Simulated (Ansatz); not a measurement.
Start from `C=CCl` and change one atom or group to get `BC(=C)Cl`.

Ansatz, PBE0-D4/def2-TZVP geometries, multiplicity 1. 

```tsv
property	`C=CCl`
HOMO energy (ωB97M-V/def2-TZVPP) / eV	-9.77
LUMO energy (ωB97M-V/def2-TZVPP) / eV	1.89
HOMO energy (B3LYP/def2-TZVPP) / eV	-7.33
LUMO energy (B3LYP/def2-TZVPP) / eV	-0.50
size of the dipole moment (ωB97M-V/def2-TZVPP) / D	1.38
size of the dipole moment (PBE/def2-TZVPP) / D	1.26
```

Give the same properties after the change, and the shifts. (Estimate.)

The calculation gave: 
```
                                          property  `BC(=C)Cl`  shift
             HOMO energy (ωB97M-V/def2-TZVPP) / eV      -10.04  -0.27
             LUMO energy (ωB97M-V/def2-TZVPP) / eV       -0.44  -2.33
               HOMO energy (B3LYP/def2-TZVPP) / eV       -7.64  -0.31
               LUMO energy (B3LYP/def2-TZVPP) / eV       -2.68  -2.18
size of the dipole moment (ωB97M-V/def2-TZVPP) / D        1.75   0.37
    size of the dipole moment (PBE/def2-TZVPP) / D        1.66   0.40
```

With PBE0 the HOMO falls by 0.31 eV and the LUMO falls by 2.22 eV, so the gap narrows by about 1.91 eV. PBE moves the HOMO by -0.37 eV and ωB97M-V by -0.27 eV. The zero-point energy changes by 29.0 kJ/mol with +6 modes. Dipoles are sizes alone; their direction can turn.

B3LYP here is the variant with VWN-RPA as its local correlation; programs differ in this.
